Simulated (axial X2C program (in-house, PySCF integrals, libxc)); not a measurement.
# GaN: from Re and ωe to a spectrum

A bond curve at the PBE0 level, two-component, was computed with an axial X2C code built on PySCF integrals (basis Ga dyall-cv3z [9s9p7d4f1g], N dyall-av3z [7s7p3d2f] (cores contracted in-house)) for the state Ω = 1 (⟨Sz⟩ = 1.00, ⟨Lz⟩ = 0.00 at PBE0). Its fit gives Re = 1.9959 Å, ωe = 508.9 cm⁻¹, ωexe = 2.99 cm⁻¹ and αe = 3.257e-03 cm⁻¹; the masses are 68.9256 and 14.0031 u. Two-component means X2C with spin–orbit coupling and atomic mean-field Coulomb and Gaunt terms.

**Question.** Find the reduced mass, Be and the force constant.

**Answer.** From the PBE0 values: μ = 11.6386 u. Be = 16.8576/(μ Re²) = 0.3636 cm⁻¹. k = 5.8918×10⁻⁷ μ ωe² = 1.78 mdyn/Å.

**Question.** A Morse curve ties αe to the other constants (Pekeris). How well does that hold?

**Answer.** αe(Morse) = 6Be²/ωe × (√(ωexe/Be) − 1) = 2.911e-03 cm⁻¹; the PBE0 curve gives 3.257e-03 cm⁻¹, a ratio of 0.89.

**Question.** Estimate the centrifugal constant by the Kratzer relation.

**Answer.** D = 4Be³/ωe² = 7.42e-07 cm⁻¹.

**Question.** The dipole moment p changes by 4.68 D/Å at Re. What harmonic infrared intensity follows?

**Answer.** I = 42.256 × (dp/dR)²/μ = 80 km/mol.

**Question.** Where do the fundamental and the first overtone lie?

**Answer.** ν(1←0) = ωe − 2ωexe = 502.9 cm⁻¹; ν(2←0) = 2ωe − 6ωexe = 999.9 cm⁻¹.

The state is a single determinant with fixed occupations, the lowest that a limited PBE0 search found. Density functionals use the spin component along the axis (collinear). PBE0 can misorder states that lie within some tenths of an eV, so this need not be the ground state of the molecule. The nearest other 2c determinant of the search, Ω = 2, lies 0.38 eV up at the distance of the search. With several unpaired electrons one determinant need not be a pure state. Open-shell Ω = 0 determinants with evenly filled partner blocks cannot be reached by this program, so the Ω shown need not be the lowest component. This is the Ω = 1 component of a π² triplet; the 0⁺ component is not one determinant and can lie lowest.
